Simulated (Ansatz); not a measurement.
Cartesian coordinates in Å:
```
Cl 0.894 2.028 0.748
Hf 0.015 -0.003 0.069
Cl 1.564 -1.677 0.464
Cl -1.912 -0.443 1.273
I -0.561 0.094 -2.553
```

Charge 0, multiplicity 1. Hf, I: def2 effective core potential.

Question: List the B3LYP/def2-TZVPP orbital energies in eV (Ansatz 0.2.0). (Estimate.)

Answer: Ansatz gave: Occupied: -2762.94, -2762.94, -2762.94, -257.70, -257.70, -257.70, -196.65, -196.65, -196.65, -196.62, -196.62, -196.62, -196.61, -196.61, -196.61, -186.61, -132.68, -132.61, -132.61, -69.35, -52.39, -52.35, -52.35, -52.28, -52.28, -37.85, -37.85, -37.77, -22.71, -22.44, -22.44, -19.24, -11.31, -10.78, -10.78, -10.28, -10.28, -10.09, -9.72, -9.72, -9.38, -9.26, -8.12, -8.12. Lowest empty: -2.44, -2.44, -1.87, -1.69, -1.69, -0.57, 1.74, 2.40.

B3LYP here is the variant with VWN-RPA as its local correlation; programs differ in this.
